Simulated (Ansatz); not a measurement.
# Nudged elastic band run: F₂H₆O₄W

The input (input.yaml):

```yaml
crystal:
  periodic: [false, false, false]
  atoms:
    - { symbol: W, position_ang: [-0.182817, -0.013463, 0.239614] }
    - { symbol: H, position_ang: [0.308285, 0.07661, 1.89516] }
    - { symbol: F, position_ang: [1.519024, -0.980493, 0.228255] }
    - { symbol: F, position_ang: [-0.745884, 1.746462, 0.760066] }
    - { symbol: O, position_ang: [-2.071869, -0.102904, -0.029194] }
    - { symbol: H, position_ang: [-2.401524, -1.019335, -0.130919] }
    - { symbol: O, position_ang: [-0.653142, -1.874718, 0.563636] }
    - { symbol: H, position_ang: [0.181348, -2.383727, 0.645823] }
    - { symbol: O, position_ang: [0.326358, 0.495731, -1.521282] }
    - { symbol: H, position_ang: [1.205796, 0.912185, -1.634778] }
    - { symbol: O, position_ang: [1.748822, 1.535444, 0.461338] }
    - { symbol: H, position_ang: [2.368391, 1.049879, 1.041559] }
    - { symbol: H, position_ang: [1.346012, 2.233531, 1.018022] }
basis:
  gaussian: { orbitals: def2-SVP }
hamiltonian:
  xc: pbe
neb:
  order_check: false
  images: 5
  f_tol: 0.5
  max_iterations: 60
  final_atoms:
    - { symbol: W, position_ang: [0.16821379, 0.06920394, -0.45942909] }
    - { symbol: H, position_ang: [0.86713964, 0.08204979, 4.17414992] }
    - { symbol: F, position_ang: [2.01052991, -0.45877528, -0.44618793] }
    - { symbol: F, position_ang: [0.75052542, 1.70429677, -1.31370584] }
    - { symbol: O, position_ang: [-1.69133874, 0.36552768, -0.25593886] }
    - { symbol: H, position_ang: [-2.16780146, 0.57412, 0.56869994] }
    - { symbol: O, position_ang: [-0.04856144, -1.62044256, 0.39578279] }
    - { symbol: H, position_ang: [0.74458317, -2.16323422, 0.5730007] }
    - { symbol: O, position_ang: [-0.0598956, -0.45679411, -2.26213614] }
    - { symbol: H, position_ang: [0.1659785, 0.11832504, -3.01815029] }
    - { symbol: O, position_ang: [0.49970125, 1.12342613, 1.10469641] }
    - { symbol: H, position_ang: [0.91585766, 2.00324159, 1.02647133] }
    - { symbol: H, position_ang: [0.79386792, 0.33425723, 3.45004705] }
  initial_path:
    images:
      - { positions_ang: [[-0.182817, -0.013463, 0.239614], [0.308285, 0.07661, 1.89516], [1.519024, -0.980493, 0.228255], [-0.745884, 1.746462, 0.760066], [-2.071869, -0.102904, -0.029194], [-2.401524, -1.019335, -0.130919], [-0.653142, -1.874718, 0.563636], [0.181348, -2.383727, 0.645823], [0.326358, 0.495731, -1.521282], [1.205796, 0.912185, -1.634778], [1.748822, 1.535444, 0.461338], [2.368391, 1.049879, 1.041559], [1.346012, 2.233531, 1.018022]] }
      - { positions_ang: [[-0.11675698, -0.01084924, 0.15658017], [0.16771206, 0.07159197, 1.94857641], [1.63319845, -0.66404094, 0.18766913], [-0.48239623, 1.77871726, 0.48410598], [-2.02145788, -0.06155777, -0.06316763], [-2.37360021, -0.70282722, 0.1770894], [-0.44051952, -1.89795041, 0.39298286], [0.22287853, -2.34190463, 0.74934145], [0.26292907, 0.30762718, -1.66242291], [1.03595442, 0.84315916, -1.84747406], [1.65411407, 1.533477, 0.55389728], [2.29680996, 1.06123762, 1.13703782], [1.10993426, 1.75852204, 1.32308409]] }
      - { positions_ang: [[-0.05069697, -0.00823548, 0.07354634], [0.02713912, 0.06657394, 2.00199283], [1.7473729, -0.34758889, 0.14708325], [-0.21890846, 1.81097251, 0.20814595], [-1.97104675, -0.02021155, -0.09714126], [-2.34567642, -0.38631944, 0.48509781], [-0.22789703, -1.92118282, 0.22232972], [0.26440905, -2.30008226, 0.8528599], [0.19950015, 0.11952336, -1.80356382], [0.86611283, 0.77413331, -2.06017012], [1.55940614, 1.53150999, 0.64645657], [2.22522891, 1.07259624, 1.23251665], [0.87385653, 1.28351307, 1.62814618]] }
      - { positions_ang: [[0.01536305, -0.00562172, -0.0094875], [-0.11343382, 0.0615559, 2.05540924], [1.86154735, -0.03113683, 0.10649738], [0.04457931, 1.84322777, -0.06781407], [-1.92063563, 0.02113468, -0.13111488], [-2.31775263, -0.06981165, 0.79310621], [-0.01527455, -1.94441523, 0.05167658], [0.30593958, -2.25825988, 0.95637834], [0.13607122, -0.06858045, -1.94470473], [0.69627125, 0.70510747, -2.27286618], [1.46469821, 1.52954299, 0.73901585], [2.15364787, 1.08395486, 1.32799547], [0.63777879, 0.80850411, 1.93320827]] }
      - { positions_ang: [[0.06631329, 0.01932017, -0.15946803], [0.213424, 0.0683872, 2.76165613], [1.9112082, -0.17368298, -0.07773105], [0.27989468, 1.79691744, -0.48311133], [-1.84420333, 0.13593235, -0.17272288], [-2.26776891, 0.14483223, 0.71830412], [-0.02637018, -1.83642434, 0.16637865], [0.45215411, -2.22658466, 0.8285858], [0.07074895, -0.19798501, -2.0505152], [0.519507, 0.50951333, -2.52129422], [1.14303256, 1.3941707, 0.86090937], [1.74105113, 1.39038377, 1.22748743], [0.6898085, 0.65042182, 2.4388212]] }
      - { positions_ang: [[0.11726354, 0.04426205, -0.30944856], [0.54028182, 0.07521849, 3.46790303], [1.96086905, -0.31622913, -0.26195949], [0.51521005, 1.7506071, -0.89840858], [-1.76777104, 0.25073001, -0.21433087], [-2.21778519, 0.35947612, 0.64350203], [-0.03746581, -1.72843345, 0.28108072], [0.59836864, -2.19490944, 0.70079325], [0.00542667, -0.32738956, -2.15632567], [0.34274275, 0.31391918, -2.76972226], [0.8213669, 1.25879842, 0.98280289], [1.3284544, 1.69681268, 1.12697938], [0.74183821, 0.49233952, 2.94443413]] }
      - { positions_ang: [[0.16821379, 0.06920394, -0.45942909], [0.86713964, 0.08204979, 4.17414992], [2.01052991, -0.45877528, -0.44618793], [0.75052542, 1.70429677, -1.31370584], [-1.69133874, 0.36552768, -0.25593886], [-2.16780146, 0.57412, 0.56869994], [-0.04856144, -1.62044256, 0.39578279], [0.74458317, -2.16323422, 0.5730007], [-0.0598956, -0.45679411, -2.26213614], [0.1659785, 0.11832504, -3.01815029], [0.49970125, 1.12342613, 1.10469641], [0.91585766, 2.00324159, 1.02647133], [0.79386792, 0.33425723, 3.45004705]] }
```

Run as:

```bash
$ ansatz run input.yaml --threads 4 --pin off --max-ram 5120MiB --backend cpu --events-out ev --progress --plain --runs-dir out
```

Output, in part (warnings, iteration lines, the closing report on the highest movable image, with atoms numbered from 0):

```
NEB end point (image 0): max|allowed force component| = 1.647e-2 eV/Å (the criterion of neb.relax_end_points is 1.000e-1)
NEB end point (image 6): max|allowed force component| = 1.096e-2 eV/Å (the criterion of neb.relax_end_points is 1.000e-1)
NEB iter   1: max|band force component| = 3.490e1 eV/Å  barrier→ = 10.4297 eV  barrier← = 11.1285 eV  Δτ_max = 0.2000 Å  (370 SCF iters)
NEB iter   2: max|band force component| = 7.327e0 eV/Å  barrier→ = 4.6071 eV  barrier← = 5.3059 eV  Δτ_max = 0.2000 Å  (210 SCF iters)
NEB iter   3: max|band force component| = 3.715e0 eV/Å  barrier→ = 2.4850 eV  barrier← = 3.1838 eV  Δτ_max = 0.2000 Å  (200 SCF iters)
NEB iter   4: max|band force component| = 2.762e0 eV/Å  barrier→ = 1.5153 eV  barrier← = 2.2141 eV  Δτ_max = 0.2000 Å  (200 SCF iters)
NEB iter   5: max|band force component| = 1.483e0 eV/Å  barrier→ = 1.0540 eV  barrier← = 1.7528 eV  Δτ_max = 0.2000 Å  (185 SCF iters)
NEB iter   6: max|band force component| = 1.596e0 eV/Å  barrier→ = 1.0682 eV  barrier← = 1.7670 eV  Δτ_max = 0.1004 Å  (188 SCF iters)
NEB iter   7: max|band force component| = 6.786e-1 eV/Å  barrier→ = 0.9328 eV  barrier← = 1.6316 eV  Δτ_max = 0.1951 Å  (183 SCF iters)
NEB iter   8: max|band force component| = 2.043e0 eV/Å  barrier→ = 1.4621 eV  barrier← = 2.1609 eV  Δτ_max = 0.1011 Å  (177 SCF iters)
NEB iter   9: max|band force component| = 6.080e-1 eV/Å  barrier→ = 0.9875 eV  barrier← = 1.6864 eV  Δτ_max = 0.1657 Å  (174 SCF iters)
NEB iter  10: max|band force component| = 6.187e-1 eV/Å  barrier→ = 0.9335 eV  barrier← = 1.6323 eV  Δτ_max = 0.0862 Å  (169 SCF iters)
NEB iter  11: max|band force component| = 2.462e-1 eV/Å  barrier→ = 0.8907 eV  barrier← = 1.5895 eV  CI = image 2  Δτ_max = 0.0000 Å  (347 SCF iters)
Total energy: -15526.83658090 eV, -570.6007198801 hartree
Atom 0 at     0.050434     0.149912     0.084562 Å, force     0.056260    -0.107953    -0.019844 eV/Å
Atom 1 at    -0.191760     0.297049     1.889315 Å, force     0.005116     0.056023    -0.142747 eV/Å
Atom 2 at     1.767208    -0.735894     0.358418 Å, force    -0.204036     0.034153     0.066697 eV/Å
Atom 3 at    -0.359141     1.969456    -0.300050 Å, force    -0.078854    -0.026976     0.201205 eV/Å
Atom 4 at    -1.845802     0.136173     0.106233 Å, force    -0.041674    -0.006964    -0.003191 eV/Å
Atom 5 at    -2.206891    -0.713846     0.429245 Å, force    -0.077302    -0.157882    -0.081094 eV/Å
Atom 6 at    -0.416964    -1.717309     0.309383 Å, force     0.057613    -0.099510     0.028943 eV/Å
Atom 7 at     0.435703    -2.202628     0.388730 Å, force    -0.161224    -0.068134     0.011982 eV/Å
Atom 8 at     0.462094     0.060909    -1.800231 Å, force     0.101794     0.049834     0.014663 eV/Å
Atom 9 at     0.263591     0.589179    -2.596086 Å, force     0.062887     0.084917     0.122769 eV/Å
Atom 10 at     1.585792     1.559704     1.268752 Å, force    -0.050755     0.142491     0.074484 eV/Å
Atom 11 at     2.389035     1.004833     1.351762 Å, force     0.034720    -0.082203    -0.004172 eV/Å
Atom 12 at     1.015503     1.277665     2.047266 Å, force     0.295456     0.182204    -0.269694 eV/Å
Dipole moment:     0.296004    -0.234893     0.068047 e Å
```

The run converged. The threshold of 0.5 eV/Å is loose, so the images may lie well off the minimum-energy path. The order of the point at the top wasn't checked. The orbitals stay closed-shell, which can raise the energy where a bond breaks towards radicals; this wasn't checked here.

Final band (atoms are numbered from 1 in the order of the input):

```
image  path coordinate (Å)  energy (eV)  W1–H2 (Å)  O11–H13 (Å)  H2–H13 (Å)
    0                 0.00         0.00       1.73         0.98        2.55
    1                 1.55         0.24       1.75         0.98        2.02
    2                 3.10         0.89       1.83         1.01        1.56
    3                 4.66         0.11       2.77         2.09        0.77
    4                 6.21        -0.44       3.78         2.24        0.77
    5                 7.76        -0.65       4.32         2.38        0.77
    6                 9.32        -0.70       4.69         2.49        0.77
```

The run took 2.7 min on 4 threads of Arm Neoverse V1, with other jobs on the host, peak memory 0.22 GiB.
